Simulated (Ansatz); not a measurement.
A search over several starts for the lowest SCF solution of Sr₄ at the given spin, in a small basis.

```yaml
crystal:
  periodic: [false, false, false]
  atoms:
    - {symbol: Sr, position_ang: [0.770010, 2.302315, -0.792563]}
    - {symbol: Sr, position_ang: [-0.906260, -1.324740, -1.987456]}
    - {symbol: Sr, position_ang: [-1.837370, 0.277773, 1.752563]}
    - {symbol: Sr, position_ang: [1.973610, -1.255348, 1.027465]}
basis:
  gaussian: {orbitals: def2-SVP, initial_orbitals: start.molden}
hamiltonian: {xc: pbe0}
output: {orbitals: {seedname: orbitals}}
```

The file start.molden holds the orbitals of an earlier run on this structure, at another level or in another basis.

```sh
$ ansatz run in.yaml --threads 4 --pin off --events-out ev --progress --plain --max-ram 3916MiB
```

It prints (some lines left out):

```
Functional definition: PBE0
1124 factors; their error is unknown
mean field evaluation 1: about -3336.1081 eV, gradient 2.9e1 eV
mean field evaluation 2: about -3339.6283 eV, gradient 3.5e0 eV
mean field evaluation 4: about -3339.8738 eV, gradient 2.5e-3 eV
mean field evaluation 8: about -3338.9868 eV, gradient 1.3e1 eV
mean field evaluation 16: about -3339.8128 eV, gradient 2.4e-2 eV
mean field -3339.81282315 eV, -122.7358574444 hartree, gradient 6.3e-5 eV, S^2 0.000000; 1 other end points of the search recorded, 0 dependent functions left out
reference -3339.81285027 eV, -122.7358584408 hartree; 20, 20 occupied and 72, 72 virtual orbitals, 1124 factors
Total energy: -3339.81285027 eV, -122.7358584408 hartree
```

Hardware: 4 threads of Arm Neoverse N1 on a shared host. Wall time 3.3 s.

In the def2 sets Sr takes a core potential; there is no spin–orbit coupling. The structure comes from a short search, and lower isomers may exist.
